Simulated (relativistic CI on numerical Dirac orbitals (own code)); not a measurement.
# V²⁺ (3d3) in a crystal field

Calculated by Dirac-Coulomb-Breit CI, separate exchange-only KLI orbitals for each configuration, QED by a radiative potential, valence Slater integrals scaled by 0.85, one configuration in a parametric crystal field (own radial code).

Field parameters in Wybourne normalisation: D3d B²₀ = −7Dσ, B⁴₀ = −14Dq − 21Dτ, B⁴₃ = −14√(10/7) Dq; D4h B²₀ = −7Ds, B⁴₀ = 21(Dq − Dt), B⁴₄ = 21√(5/14) Dq; Td as Oh with Dq negative (B⁴₀ = 21Dq, B⁴₄ = √(5/14) B⁴₀). The field is a parameter set, without covalency.

S is read from ⟨S²⟩ = S(S + 1).

Powder χT (cm³ K mol⁻¹) by Van Vleck's formula, with temperature-independent terms:

```csv
Field,2 K,5 K,10 K,20 K,50 K,100 K,200 K,300 K
"D3d, 10Dq = 13300, Dσ = -200, Dτ = -470 cm⁻¹",1.81,1.81,1.82,1.82,1.82,1.83,1.85,1.87
"D3d, 10Dq = 14400, Dσ = 640, Dτ = -210 cm⁻¹",1.8,1.82,1.83,1.83,1.83,1.84,1.86,1.87
"D4h, 10Dq = 6900, Ds = -290, Dt = 310 cm⁻¹",1.64,1.71,1.72,1.73,1.75,1.77,1.81,1.85
"D4h, 10Dq = 12850, Ds = -1370, Dt = 1190 cm⁻¹",1.26,1.5,1.6,1.65,1.68,1.72,1.78,1.84
"D4h, 10Dq = 14650, Ds = 900, Dt = -720 cm⁻¹",1.83,1.84,1.84,1.84,1.84,1.85,1.86,1.87
"Td, 10Dq = -9700 cm⁻¹",0.328,0.391,0.462,0.551,0.762,1.09,1.54,1.79
"Td, 10Dq = -10000 cm⁻¹",0.33,0.392,0.464,0.553,0.764,1.09,1.55,1.79
"Td, 10Dq = -11050 cm⁻¹",0.336,0.395,0.468,0.56,0.771,1.1,1.55,1.79
```

For D4h, 10Dq = 14650, Ds = 900, Dt = -720 cm⁻¹: what effective moment follows at 300 K?

μ_eff = √(8χT) = 3.87 μB. The ground level has S = 1.50; the spin-only moment for S = 3/2 is 3.88 μB. The difference comes from the orbital moment, spin-orbit mixing of terms and temperature-independent paramagnetism, all larger in this ionic model than in covalent complexes.
